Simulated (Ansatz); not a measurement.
Input file for `[BH2][GaH][CH2]CCl`:

```yaml
crystal:
  periodic: [false, false, false]
  atoms:
    - {symbol: B, position_ang: [-1.990803, 1.379009, 0.012530]}
    - {symbol: Ga, position_ang: [-0.019350, 1.072126, -0.553386]}
    - {symbol: C, position_ang: [1.200059, -0.145524, 0.492241]}
    - {symbol: C, position_ang: [0.693407, -1.530252, 0.189221]}
    - {symbol: Cl, position_ang: [0.015124, -1.555461, -1.507468]}
    - {symbol: H, position_ang: [-2.292723, 2.236197, 0.796341]}
    - {symbol: H, position_ang: [-2.899999, 0.724847, -0.413323]}
    - {symbol: H, position_ang: [0.667004, 1.890073, -1.713766]}
    - {symbol: H, position_ang: [1.179532, 0.033977, 1.569939]}
    - {symbol: H, position_ang: [2.225438, -0.019294, 0.141273]}
    - {symbol: H, position_ang: [1.443529, -2.320662, 0.198990]}
    - {symbol: H, position_ang: [-0.144218, -1.820335, 0.821509]}
basis:
  gaussian: {orbitals: def2-SVP}
correlation: {method: ccsd_t}
```

```sh
$ ansatz run in.yaml --threads 4 --pin off --events-out ev --progress --plain --max-ram 10444MiB
```

Log, shortened:

```
Functional definition: HF
1283 factors; integrals over basis functions are off by at most 1.5e-3 eV
mean field evaluation 1: about -67664.9588 eV, gradient 2.6e1 eV
mean field evaluation 2: about -67664.9633 eV, gradient 2.6e1 eV
mean field evaluation 4: about -67667.1523 eV, gradient 3.4e0 eV
mean field evaluation 8: about -67667.1888 eV, gradient 2.2e-4 eV
mean field -67667.18884620 eV, -2486.7233236297 hartree, gradient 1.4e-6 eV, S^2 0.000000; 0 other end points of the search recorded, 0 dependent functions left out
17 core orbitals not correlated: weight in the atoms' cores, before any rotation towards them, 1.000 or more for the frozen orbitals, at most 0.000 for the correlated occupied ones
reference -67667.18884620 eV, -2486.7233236297 hartree; 19, 19 occupied and 91, 91 virtual orbitals, 1283 factors
second order -19.47637144 eV of doubles, -0.00000000 eV of singles
cycle   1  -20.13362609 eV  change   -6.6e-1 eV  update   1.1e-1
cycle   2  -20.78074585 eV  change   -6.5e-1 eV  update   3.4e-2
cycle   3  -20.89544080 eV  change   -1.1e-1 eV  update   1.6e-2
cycle   4  -20.89206005 eV  change    3.4e-3 eV  update   4.7e-3
cycle   5  -20.89134652 eV  change    7.1e-4 eV  update   2.2e-3
cycle   6  -20.89106759 eV  change    2.8e-4 eV  update   8.8e-4
cycle   7  -20.89092134 eV  change    1.5e-4 eV  update   3.6e-4
cycle   8  -20.89092709 eV  change   -5.7e-6 eV  update   1.1e-4
cycle   9  -20.89096507 eV  change   -3.8e-5 eV  update   4.1e-5
perturbative correction -0.63564641 eV, -0.0233595749 hartree
Total energy: -67688.71545768 eV, -2487.5144120104 hartree
```

It took 13 s on 4 threads of an Arm Neoverse V2 on a shared host, with 0.77 GiB of host memory at the peak.

The correlation energy is -21.527 eV, 3.0 % of it from (T); the T1 diagnostic reads 0.0113.
